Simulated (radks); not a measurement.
Tl3+, 78 electrons, occupied as [Xe] 4f14 5d10.

Method: scalar-relativistic Kohn-Sham, Slater X-alpha with alpha = 0.992, spin-polarised, spherical densities, finite nucleus; Fermi nuclear charge, rms radius 5.4759 fm; computed with a radial shooting solver on a logarithmic mesh with Libxc functionals.

Energy parts (eV):
part                   energy
total              -554999.10
kinetic             624698.54
electron-nucleus  -1378079.87
Hartree             213010.57
exchange            -14628.34

Orbitals (lengths in bohr, moments of r in powers of bohr; r(90%) holds 90 % of the orbital's charge):
orbital,occ.,eigenvalue (eV),r(90%)
1s,2,-85960.21,0.0298
2s,2,-15397.46,0.107
2p,6,-13274.89,0.101
3s,2,-3718.721,0.259
3p,6,-3105.986,0.267
3d,10,-2469.703,0.250
4s,2,-864.2343,0.558
4p,6,-662.2874,0.600
4d,10,-424.7306,0.647
4f,14,-160.6666,0.727
5s,2,-170.0227,1.23
5p,6,-114.0045,1.43
5d,10,-50.6655,1.92

The highest occupied level is 5d at -50.666 eV. The density falls to 0.001 e/bohr^3 at r = 3.06 bohr. Summed over all electrons, <r^2> = 35.10 bohr^2, which gives a Langevin (diamagnetic) susceptibility term of -27.8 x 10^-6 cm^3/mol.
